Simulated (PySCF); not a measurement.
F2HNbO2, SMILES [O]=[Nb]([OH])([F])[F], multiplicity 1.

Geometry optimised at B3LYP-D3(BJ)/def2-SVP. The multiplicity is an assumed one; no other spin state was optimised. The structure was generated by enumeration; whether it is a known compound was not checked. The def2 effective core potentials stand for the cores of Nb; spin–orbit coupling is left out. One conformer was computed; it need not be the lowest.

Method: CAM-B3LYP/def2-TZVP (PySCF).

Gas-phase values at a fixed geometry.

Estimate the frontier levels, gap, dipole moment and polarisability. (Estimate from the structure and the level; the computed values follow.)


```yaml
highest_occupied_level: -11.68 eV
lowest_empty_level: -0.77 eV
orbital_gap: 10.91 eV
dipole_moment: 2.56 D
quadrupole, principal values (traceless, Buckingham form, about the centre of nuclear charge): -6.02, -4.68, 10.70 D·Å
mean_static_polarisability: 39.6 bohr³ (5.86 Å³)
polarisability_principal_values: 35.2, 40.6, 42.9 bohr³
```
